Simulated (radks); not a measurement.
The numbers below are computed, except where a source is named.
Ionisation ladder of antimony, from Sb22+ to Sb43+. Each ion is in the ground configuration listed by NIST, and IE = E(next ion) - E(this ion). Level of theory: Dirac Kohn-Sham, BLYP, spin-unpolarised, spherical densities, finite nucleus; open shells fill j = l - 1/2 first; Fermi nuclear charge, rms radius 4.6802 fm (a radial shooting solver on a logarithmic mesh with Libxc functionals).

species  configuration  E (hartree)  IE, Delta-SCF (eV)  <r> HOMO (bohr)  IE, NIST (eV)       kind  error (eV)
Sb22+    [Ar] 3d10 4s1  -6268.82924              696.57            0.685          693.3  semi-emp.        +3.3
Sb23+        [Ar] 3d10  -6243.23090              1214.7            0.297           1214     theory        +0.7
Sb24+         [Ar] 3d9  -6198.59250              1289.2            0.293           1285     theory        +4.2
Sb25+         [Ar] 3d8  -6151.21703              1365.2            0.289           1360     theory        +5.2
Sb26+         [Ar] 3d7  -6101.04705              1442.8            0.285           1441     theory        +1.8
Sb27+         [Ar] 3d6  -6048.02593              1521.9            0.282           1518     theory        +3.9
Sb28+         [Ar] 3d5  -5992.09782              1602.5            0.278           1606     theory        -3.5
Sb29+         [Ar] 3d4  -5933.20771              1697.3            0.272           1698     theory        -0.7
Sb30+         [Ar] 3d3  -5870.83234              1781.6            0.268           1781     theory        +0.6
Sb31+         [Ar] 3d2  -5805.35944              1867.3            0.265           1869     theory        -1.7
Sb32+         [Ar] 3d1  -5736.73622              1954.5            0.262           1954     theory        +0.5
Sb33+             [Ar]  -5664.91132              2194.6            0.296           2190     theory        +4.6
Sb34+     [Ne] 3s2 3p5  -5584.26127              2272.6            0.294           2266     theory        +6.6
Sb35+     [Ne] 3s2 3p4  -5500.74511              2351.2            0.292           2349     theory        +2.2
Sb36+     [Ne] 3s2 3p3  -5414.34066              2430.3            0.289           2428     theory        +2.3
Sb37+     [Ne] 3s2 3p2  -5325.02904              2575.6            0.279           2567     theory        +8.6
Sb38+     [Ne] 3s2 3p1  -5230.37919              2657.6            0.277           2654     theory        +3.6
Sb39+         [Ne] 3s2  -5132.71560              2828.0            0.290           2815     theory       +13.0
Sb40+         [Ne] 3s1  -5028.78669              2903.5            0.288         2900.0  semi-emp.        +3.5
Sb41+             [Ne]  -4922.08462              6726.5            0.106           6714     theory       +12.5
Sb42+     [He] 2s2 2p5  -4674.88890              6946.7            0.105           6929     theory       +17.7
Sb43+     [He] 2s2 2p4  -4419.60412              7168.8            0.104           7167     theory        +1.8

Reference values: NIST Atomic Spectra Database (exp. = measured, semi-emp. = semi-empirical, theory = theoretical value adopted there). The ionisation energy per charge of the ion left behind rises most, in proportion, at Sb41+ ([Ne]), from 70.817 to 160.16 eV. Spin polarisation and multiplet splitting are left out, so open shells lie too high by an amount that depends on their filling.

Beside tabulated values, note that spin-unpolarised runs miss the spin-polarisation part of the exchange energy of open shells.
